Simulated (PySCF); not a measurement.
## Calculated data, C$_{2}$H$_{7}$GeN

Computed with PySCF 2.14.0. Calculation on a computer-drawn molecule: optimised geometry and harmonic frequencies of an isolated molecule of the commonest isotopes, restricted reference for singlets and unrestricted otherwise, frozen core in MP2; on germanium a core potential holds 10 electrons, which the energies leave out, and 3d is frozen in MP2 and coupled-cluster steps.

C$_{2}$H$_{7}$GeN

Start structure:
```xyz
11
C2H7GeN
C     -0.8875    -0.1496     1.1555
C     -1.3453    -1.0075    -0.0113
N     -2.1060    -2.1351     0.4940
Ge    -2.4478    -2.5955     2.2867
H     -1.7153     0.1999     1.6520
H     -0.2831     0.7764     0.6797
H     -0.2297    -0.7030     1.7645
H     -0.5224    -1.4161    -0.5427
H     -2.0193    -0.4570    -0.6649
H     -2.4091    -2.7685    -0.2330
H     -3.2503    -3.8439     1.8188
```

- charge: 0
- multiplicity: 1
- method: HF
- basis: cc-pVDZ
- basis and core potential on germanium: cc-pVDZ-PP ECP10MDF
- rotational constants: withheld
- total energy: withheld

Drawn bonds:
```csv
atom,other atom,order
1,2,1
2,3,1
3,4,1
1,5,1
1,6,1
1,7,1
2,8,1
2,9,1
3,10,1
4,11,1
```

Q: What rotational constants does the calculation give for C$_{2}$H$_{7}$GeN?
A: 11.84, 2.391, 2.039 GHz

Q: What total energy does the calculation give for C$_{2}$H$_{7}$GeN?
A: -427.6308 hartree

Further results for C$_{2}$H$_{7}$GeN:

* convergence status largest gradient component: 2.346e-05 hartree/bohr

Optimised structure:
```xyz
11
C2H7GeN
C     -0.8478    -0.0963     1.1053
C     -1.3646    -1.0357     0.0279
N     -2.1095    -2.1748     0.5423
Ge    -2.5111    -2.6600     2.2484
H     -1.6639     0.3293     1.6934
H     -0.3025     0.7277     0.6401
H     -0.1673    -0.6056     1.7912
H     -0.5146    -1.3935    -0.5641
H     -2.0000    -0.4663    -0.6599
H     -2.4361    -2.7650    -0.1996
H     -3.2984    -3.9597     1.7742
```

Modes:
```csv
frequency (cm⁻¹),reduced mass (dalton)
87.49,1.712
189.6,4.134
303.1,1.041
365.3,1.331
468.3,2.842
654.2,3.47
704.5,1.072
863.7,1.106
864.6,1.205
980.7,2.06
1159,1.681
1233,2.392
1245,1.525
1404,1.108
1449,1.449
1511,1.249
1576,1.399
1588,1.039
1597,1.068
1622,1.09
1958,1.021
3146,1.059
3170,1.106
3180,1.038
3254,1.103
3257,1.104
3802,1.076
```
